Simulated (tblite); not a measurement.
C6H13BBrP.
SMILES with atom numbers: `[CH2:1]=[C:2]([CH2:3][CH:4]1[CH2:5][CH2:6]1)[B@@H-:7]([PH3+:8])[Br:9]` (hydrogens: H10, H11 on C1; H12, H13 on C3; H14 on C4; H15, H16 on C5; H17, H18 on C6; H19 on B7; H20, H21, H22 on P8)
Bond orders are those of one Lewis drawing.

Computed with GFN2-xTB (tblite), gas phase: L-BFGS steps from a force-field or distance-geometry start until the largest atomic force falls under 0.01 eV/Å.

Step 1: E = -742.0044 eV
```
atom  x, y, z in Å  |  force x, y, z in eV/Å
C1     -0.9700   -1.7446    0.9694   -0.294  -0.679  -0.216
C2     -0.3510   -0.5795    0.9874    0.378   0.346   0.057
C3      1.1274   -0.5020    0.6377   -0.193  -0.295  -0.158
C4      1.3093   -0.6575   -0.8773    0.258   0.246   0.267
C5      1.1694    0.5987   -1.6949    0.156  -0.159   0.013
C6      2.5328   -0.0111   -1.4693   -0.230   0.094  -0.064
B7     -1.1155    0.7657    1.4052    0.729  -0.050   0.428
P8     -2.4865    1.1247    0.1506    0.402  -0.241   0.561
Br9    -1.9333    0.5796    3.2382   -0.303   0.105  -0.158
H10    -2.0270   -1.8362    1.2255    0.330  -0.051  -0.096
H11    -0.4529   -2.6616    0.6973   -0.209   0.113   0.166
H12     1.6681   -1.3013    1.1621   -0.074   0.045  -0.148
H13     1.5518    0.4604    0.9915   -0.226  -0.502  -0.398
H14     0.9839   -1.5967   -1.3680    0.094   0.627   0.704
H15     0.9792    1.5313   -1.1408   -0.182  -0.556  -0.679
H16     0.7694    0.4525   -2.7009   -0.068   0.557   0.449
H17     2.9628   -0.5173   -2.3382    0.238   0.393   0.578
H18     3.1727    0.5476   -0.7732   -0.045  -0.568  -0.646
H19    -0.3891    1.6991    1.4223    0.081   0.343  -0.022
H20    -2.9690    2.4299    0.3272   -0.280  -0.589  -0.500
H21    -3.5560    0.2319    0.3041    0.144   0.611  -0.500
H22    -1.9868    1.0057   -1.1565   -0.706   0.210   0.362
```

Step 2: E = -742.2476 eV
```
atom  x, y, z in Å  |  force x, y, z in eV/Å
C1     -0.9816   -1.7550    0.9595    0.828   0.345  -0.220
C2     -0.3408   -0.5888    0.9892   -0.269  -0.089   0.118
C3      1.1162   -0.5201    0.6270    0.169   0.132   0.171
C4      1.3276   -0.6414   -0.8587   -0.299  -0.154  -0.179
C5      1.1771    0.5925   -1.6971    0.086  -0.430   0.172
C6      2.5199   -0.0057   -1.4739   -0.051  -0.062   0.024
B7     -1.0714    0.7678    1.4308    0.155  -0.302   0.212
P8     -2.4662    1.1087    0.1825    0.549   0.143   0.304
Br9    -1.9506    0.5853    3.2293   -0.215   0.100  -0.091
H10    -2.0038   -1.8395    1.2189   -0.738  -0.115   0.179
H11    -0.4628   -2.6583    0.7061    0.010  -0.303  -0.047
H12     1.6625   -1.2960    1.1528    0.125  -0.370   0.029
H13     1.5393    0.4306    0.9679   -0.064  -0.029  -0.088
H14     0.9895   -1.5592   -1.3273   -0.069  -0.067   0.241
H15     0.9698    1.4932   -1.1831   -0.301   0.738   0.218
H16     0.7680    0.4859   -2.6693   -0.416   0.103  -0.590
H17     2.9746   -0.4917   -2.3003    0.454  -0.270  -0.413
H18     3.1664    0.5113   -0.8141    0.643   0.314   0.319
H19    -0.3871    1.7169    1.4207    0.338   0.443   0.061
H20    -2.9846    2.3967    0.2987   -0.236  -0.393  -0.312
H21    -3.5457    0.2684    0.2753   -0.218   0.141  -0.292
H22    -2.0267    1.0178   -1.1357   -0.480   0.122   0.183
```

Step 3: E = -742.3070 eV
```
atom  x, y, z in Å  |  force x, y, z in eV/Å
C1     -0.9716   -1.7509    0.9555   -0.181  -0.318  -0.034
C2     -0.3435   -0.5917    0.9910    0.254   0.417   0.095
C3      1.1173   -0.5204    0.6281    0.089  -0.029   0.128
C4      1.3257   -0.6416   -0.8590   -0.216  -0.122   0.024
C5      1.1792    0.5861   -1.6951   -0.263   0.099  -0.038
C6      2.5177   -0.0059   -1.4742    0.341  -0.099   0.025
B7     -1.0642    0.7640    1.4366    0.173  -0.088   0.217
P8     -2.4566    1.1088    0.1903    0.321   0.043   0.238
Br9    -1.9554    0.5873    3.2270   -0.199   0.098  -0.078
H10    -2.0111   -1.8415    1.2205   -0.157  -0.056   0.023
H11    -0.4638   -2.6621    0.7065    0.042  -0.258  -0.065
H12     1.6636   -1.3004    1.1521    0.096  -0.305   0.004
H13     1.5371    0.4268    0.9641    0.007   0.103  -0.013
H14     0.9893   -1.5558   -1.3194   -0.131  -0.257   0.124
H15     0.9647    1.4988   -1.1850   -0.211   0.439   0.095
H16     0.7623    0.4911   -2.6736   -0.292   0.075  -0.354
H17     2.9820   -0.4924   -2.3015    0.342  -0.205  -0.287
H18     3.1743    0.5113   -0.8145    0.472   0.219   0.206
H19    -0.3824    1.7248    1.4213    0.260   0.270   0.081
H20    -2.9896    2.3877    0.2913   -0.223  -0.299  -0.259
H21    -3.5475    0.2744    0.2681   -0.124   0.163  -0.253
H22    -2.0377    1.0208   -1.1309   -0.400   0.109   0.119
```

Step 4: E = -742.3773 eV
```
atom  x, y, z in Å  |  force x, y, z in eV/Å
C1     -0.9677   -1.7508    0.9504   -0.494  -0.476   0.086
C2     -0.3404   -0.5905    0.9950    0.330   0.189   0.096
C3      1.1192   -0.5238    0.6309    0.092  -0.152   0.105
C4      1.3211   -0.6427   -0.8557    0.094   0.154  -0.069
C5      1.1746    0.5829   -1.6952   -0.190   0.322  -0.096
C6      2.5234   -0.0080   -1.4744    0.181  -0.041   0.056
B7     -1.0477    0.7597    1.4507    0.184   0.252   0.196
P8     -2.4378    1.1076    0.2071   -0.089  -0.093   0.063
Br9    -1.9670    0.5923    3.2220   -0.164   0.092  -0.041
H10    -2.0181   -1.8451    1.2216    0.205  -0.004  -0.079
H11    -0.4642   -2.6726    0.7059   -0.029  -0.040  -0.049
H12     1.6661   -1.3111    1.1503    0.053  -0.188  -0.029
H13     1.5339    0.4224    0.9574    0.116   0.217   0.094
H14     0.9863   -1.5549   -1.3043   -0.186  -0.446  -0.028
H15     0.9536    1.5096   -1.1898   -0.089   0.101  -0.022
H16     0.7498    0.5018   -2.6819   -0.124   0.011  -0.060
H17     2.9986   -0.4948   -2.3048    0.155  -0.110  -0.102
H18     3.1923    0.5121   -0.8149    0.206   0.085   0.043
H19    -0.3716    1.7407    1.4237    0.142   0.008   0.130
H20    -3.0016    2.3680    0.2746   -0.192  -0.117  -0.144
H21    -3.5507    0.2887    0.2517    0.031   0.162  -0.150
H22    -2.0626    1.0278   -1.1210   -0.233   0.076   0.004
```

**Question.** Estimate the geometry and energy of step 5. (The exact step hangs on the optimiser's Hessian estimate; all steps are aligned on step 4, rigid shifts and turns removed.)

**Answer.** E = -742.4102 eV, largest force 0.397 eV/Å
```
atom  x, y, z in Å  |  force x, y, z in eV/Å
C1     -0.9697   -1.7550    0.9478   -0.306  -0.218   0.127
C2     -0.3354   -0.5920    0.9995    0.157  -0.102   0.116
C3      1.1223   -0.5291    0.6344    0.126  -0.049   0.019
C4      1.3213   -0.6390   -0.8555    0.053  -0.062  -0.082
C5      1.1706    0.5845   -1.6963   -0.068   0.352  -0.153
C6      2.5272   -0.0096   -1.4737    0.195   0.059  -0.048
B7     -1.0318    0.7619    1.4645    0.122   0.273   0.111
P8     -2.4267    1.1046    0.2202   -0.252  -0.078  -0.077
Br9    -1.9782    0.5974    3.2176   -0.130   0.092  -0.012
H10    -2.0199   -1.8479    1.2211    0.219   0.006  -0.086
H11    -0.4657   -2.6798    0.7051   -0.067   0.046  -0.051
H12     1.6684   -1.3213    1.1483    0.060  -0.130  -0.040
H13     1.5336    0.4222    0.9538    0.144   0.151   0.146
H14     0.9812   -1.5609   -1.2933   -0.110  -0.271  -0.027
H15     0.9444    1.5174   -1.1947   -0.015  -0.040  -0.052
H16     0.7393    0.5103   -2.6873   -0.009  -0.034   0.118
H17     3.0127   -0.4974   -2.3073   -0.018  -0.008   0.073
H18     3.2076    0.5129   -0.8160    0.000  -0.011  -0.072
H19    -0.3620    1.7518    1.4277    0.110  -0.094   0.164
H20    -3.0135    2.3518    0.2600   -0.161   0.000  -0.050
H21    -3.5518    0.3023    0.2372    0.057   0.076  -0.052
H22    -2.0845    1.0342   -1.1138   -0.106   0.043  -0.071
```

The energy changes by -0.0329 eV. The first-order estimate −F·Δx gives -0.0502 eV and the mean of the old and new forces, exact on a quadratic surface, -0.0328 eV. The step makes an angle of 55° with the force vector and moves no atom by more than 0.025 Å.

The cost below is that of the whole relaxation. Time: 3.9 s wall. Hardware: one thread of an Arm Neoverse N1, no GPU, on a shared host.
